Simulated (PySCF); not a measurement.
Ge(H)2(Cl)(vinyl) (C2H5ClGe), SMILES [GeH2]([Cl])[CH]=C.

Geometry: r2SCAN-D4/def2-SVP. The structure was generated by enumeration, and PubChem lists no compound with its InChIKey, so it may never have been made. Other conformers were not sampled.

Two levels are set side by side: TDA-PBE/def2-SVPD (PySCF) and TDA-PBE0/def2-SVPD (PySCF). Vertical, same geometry. The lowest singlet is HOMO−2→LUMO 82 %, HOMO→LUMO 17 % with PBE and HOMO→LUMO+1 95 % with the other functional; states are paired by order. Differences are taken from unrounded values.

```
quantity                              TDA-PBE0
------------------------------------  --------
lowest singlet excitation (eV)            6.61
lowest triplet excitation (TDA) (eV)      4.20
```

**Question.** What does TDA-PBE give, and how far is it from TDA-PBE0? (An estimate is asked for; the answer gives what the named calculation found.)

**Answer.** 
| quantity | TDA-PBE | TDA-PBE minus TDA-PBE0 |
|---|---|---|
| lowest singlet excitation (eV) | 5.71 | -0.89 |
| lowest triplet excitation (TDA) (eV) | 4.36 | 0.15 |

A lower first singlet is the usual sign of a functional without exact exchange. Differences between two approximate levels are no errors against the true value.

Rough cost on one machine, each run with all the roots and properties that it gave: TDA-PBE0 against TDA-PBE about 3 times.
